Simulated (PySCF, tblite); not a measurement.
Compound: C₆H₇F₃O₂S.
Numbering: `[O:1]=[S:2]1(=[O:3])[CH2:4][CH2:5][CH2:6][C@H:7]1[C:8]([F:9])=[C:10]([F:11])[F:12]` (hydrogens: H13, H14 on C4; H15, H16 on C5; H17, H18 on C6; H19 on C7)

The geometry is computed with GFN2-xTB (gas phase).

Give the optimised bond lengths and angles.

```json
{"bond": "O1=S2", "length (pm)": "143.2"}
{"bond": "S2=O3", "length (pm)": "143.4"}
{"bond": "S2–C4", "length (pm)": "183.0"}
{"bond": "C4–C5", "length (pm)": "151.2"}
{"bond": "C5–C6", "length (pm)": "153.5"}
{"bond": "C6–C7", "length (pm)": "151.9"}
{"bond": "C7–C8", "length (pm)": "147.8"}
{"bond": "C8–F9", "length (pm)": "134.7"}
{"bond": "C8=C10", "length (pm)": "133.1"}
{"bond": "C10–F11", "length (pm)": "132.6"}
{"bond": "C10–F12", "length (pm)": "132.0"}
{"bond": "S2–C7", "length (pm)": "187.9"}
{"bond": "C4–H13", "length (pm)": "108.6"}
{"bond": "C4–H14", "length (pm)": "108.4"}
{"bond": "C5–H15", "length (pm)": "109.0"}
{"bond": "C5–H16", "length (pm)": "109.1"}
{"bond": "C6–H17", "length (pm)": "109.1"}
{"bond": "C6–H18", "length (pm)": "109.1"}
{"bond": "C7–H19", "length (pm)": "108.7"}
```

A selection of angles:
```json
{"angle": "O1–S2–O3", "degrees": "117.9"}
{"angle": "O1–S2–C4", "degrees": "111.6"}
{"angle": "O1–S2–C7", "degrees": "109.6"}
{"angle": "O3–S2–C4", "degrees": "109.9"}
{"angle": "O3–S2–C7", "degrees": "108.7"}
{"angle": "C4–S2–C7", "degrees": "97.1"}
{"angle": "S2–C4–C5", "degrees": "103.2"}
{"angle": "C4–C5–C6", "degrees": "107.7"}
{"angle": "C5–C6–C7", "degrees": "108.6"}
{"angle": "C6–C7–C8", "degrees": "115.2"}
{"angle": "S2–C7–C6", "degrees": "101.8"}
{"angle": "S2–C7–C8", "degrees": "109.1"}
{"angle": "C7–C8–F9", "degrees": "116.9"}
{"angle": "C7–C8–C10", "degrees": "124.8"}
{"angle": "F9–C8–C10", "degrees": "118.1"}
{"angle": "C8–C10–F11", "degrees": "122.7"}
{"angle": "C8–C10–F12", "degrees": "126.1"}
{"angle": "F11–C10–F12", "degrees": "111.1"}
```

Dihedral angles: O1–S2–C4–C5 99° (anticlinal); S2–C4–C5–C6 39° (synclinal); C4–C5–C6–C7 -52° (synclinal); C5–C6–C7–C8 -82° (synclinal); C6–C7–C8–F9 30°; C7–C8–C10–F11 6° (synperiplanar); O1–S2–C7–C6 -127° (anticlinal).

S2 (sulfonyl sulfur) is distorted tetrahedral (angles from 97.1° to 117.9°). The 5 C–C bonds span 1.331 Å (C8=C10, drawn double) to 1.535 Å (C5–C6, drawn single), a spread of 0.204 Å. The C–S distances run from 1.830 Å (S2–C4, drawn single) to 1.879 Å (S2–C7, drawn single), a spread of 0.049 Å. The 5-membered ring S2–C4–C5–C6–C7 has internal angles of 97.1° to 108.6° (sum 518°, against 540° for a flat polygon); it is puckered, 0.20 Å rms from its mean plane, widest ring torsion 52°. Of the pairs four or more bonds apart, F9···H15 is among the closest relative to their van der Waals radii: 2.36 Å, 88 % of the sum of Bondi's values. The C–F distances run from 1.320 Å (C10–F12, drawn single) to 1.347 Å (C8–F9, drawn single), a spread of 0.027 Å.

Point group: C1 (no symmetry element, even within 0.4 Å). Its GFN2-xTB frequencies are all real (lowest 22 cm⁻¹). The numbers are those of one conformer. 3 starts were optimised and ended at 0.00, 0.00 and 0.03 kcal/mol (GFN2-xTB); the lowest of these is shown.
